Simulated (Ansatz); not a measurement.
The cluster H₆Au₄⁻. The state is a doublet with charge -1. Geometry PBE-D4/def2-SVPD.

```tsv
atom	x (Å)	y (Å)	z (Å)
Au1	-0.353	-1.919	-0.859
Au2	-0.181	-0.217	1.363
Au3	0.282	0.809	-1.291
Au4	0.568	2.755	0.717
H5	-0.393	-0.478	2.946
H6	-0.700	-3.087	0.188
H7	0.617	3.407	2.191
H8	0.026	-0.708	-2.121
H9	0.624	2.484	-1.078
H10	-0.490	-3.047	-2.055
```

In the def2 sets Au takes a core potential; there is no spin–orbit coupling. Another isomer (doublet) lies 0.38 eV lower at PBE0-D4/def2-TZVPD; other spin states weren't run for this one.

(1) Estimate the α-spin orbital energies around the gap (eV) in Ansatz with PBE-D4/def2-TZVPD, revPBE-D4/def2-TZVPD, r2SCAN-D4/def2-TZVPD, PBE0-D4/def2-TZVPD, ωB97M-V/def2-TZVPD.

Results:

(1) 
| orbital | PBE-D4/def2-TZVPD | revPBE-D4/def2-TZVPD | r2SCAN-D4/def2-TZVPD | PBE0-D4/def2-TZVPD | ωB97M-V/def2-TZVPD |
| --- | --- | --- | --- | --- | --- |
| HOMO−5 | -3.24 | -3.16 | -3.49 | -4.57 | -6.96 |
| HOMO−4 | -2.97 | -2.90 | -3.25 | -4.50 | -6.95 |
| HOMO−3 | -2.96 | -2.89 | -3.24 | -4.41 | -6.69 |
| HOMO−2 | -2.74 | -2.65 | -2.97 | -3.84 | -6.04 |
| HOMO−1 | -1.98 | -1.89 | -2.17 | -2.93 | -4.99 |
| HOMO | -0.77 | -0.70 | -0.96 | -1.67 | -3.56 |
| LUMO | 0.90 | 0.99 | 0.98 | 1.47 | 2.90 |
| LUMO+1 | 1.44 | 1.56 | 1.62 | 2.02 | 3.26 |
| LUMO+2 | 2.13 | 2.24 | 2.34 | 2.88 | 4.34 |
| LUMO+3 | 2.83 | 2.94 | 3.15 | 3.45 | 4.61 |
| LUMO+4 | 3.43 | 3.47 | 3.80 | 4.04 | 4.92 |
| LUMO+5 | 3.58 | 3.67 | 3.95 | 4.19 | 5.09 |
| β HOMO | -1.90 | -1.81 | -2.08 | -2.76 | -4.72 |
| β LUMO | -0.32 | -0.23 | -0.21 | 0.31 | 1.83 |
